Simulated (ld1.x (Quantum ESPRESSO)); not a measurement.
# u(r) = r·R(r): atom against pseudo-atom (phosphorus (P))

Columns: radius, all-electron u(r) and pseudo u(r) of the 3p shell (level -5.80 eV) of phosphorus in the configuration [Ne] 3s1.5 3p3.5; PBE, non-relativistic, ultrasoft scheme, ld1.x (Quantum ESPRESSO) 7.5.

| r (bohr) | all-electron | pseudo |
| --- | --- | --- |
| 0.090 | 0.1145 | -0.0060 |
| 0.180 | 0.2461 | -0.0238 |
| 0.270 | 0.2994 | -0.0525 |
| 0.360 | 0.2803 | -0.0907 |
| 0.450 | 0.2127 | -0.1367 |
| 0.540 | 0.1183 | -0.1886 |
| 0.630 | 0.0125 | -0.2441 |
| 0.720 | -0.0944 | -0.3012 |
| 0.810 | -0.1963 | -0.3578 |
| 0.900 | -0.2897 | -0.4122 |
| 0.990 | -0.3726 | -0.4630 |
| 1.080 | -0.4448 | -0.5092 |
| 1.170 | -0.5064 | -0.5501 |
| 1.260 | -0.5578 | -0.5855 |
| 1.350 | -0.5993 | -0.6153 |
| 1.440 | -0.6316 | -0.6396 |
| 1.530 | -0.6555 | -0.6586 |
| 1.620 | -0.6718 | -0.6726 |
| 1.710 | -0.6816 | -0.6816 |
| 1.800 | -0.6855 | -0.6855 |
| 1.890 | -0.6845 | -0.6845 |
| 1.980 | -0.6792 | -0.6792 |
| 2.070 | -0.6705 | -0.6705 |
| 2.160 | -0.6588 | -0.6588 |
| 2.250 | -0.6447 | -0.6447 |
| 2.340 | -0.6288 | -0.6288 |

Q: How many radial nodes do the two functions have?

A: The all-electron 3p function has n − l − 1 = 1; the pseudo-wave has 0, since the states of the same l below it are removed with the core.

Q: At about which radius was the pseudo-wave matched?

A: 1.75 bohr, where the columns begin to agree (steps of 0.09 bohr).

Q: Is the pseudo-wave norm-conserving?

A: No, it belongs to an ultrasoft set: the norm inside the radius is not constrained, and the difference is carried by the augmentation charge.
